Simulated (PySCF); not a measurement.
A calculated (PBE, PySCF 2.14, def2-TZVP, the non-relativistic Hamiltonian (point nucleus)) atom or ion has these occupied shells.

```
shell  electrons  orbital energy (eV)  rms radius, mean of both spins (bohr)
   1s          2              -132.14                                  0.486
```

Q: Name the element and its charge.

A: Be²⁺ (beryllium, charge +2), in 1s2, closed-shell 1S.
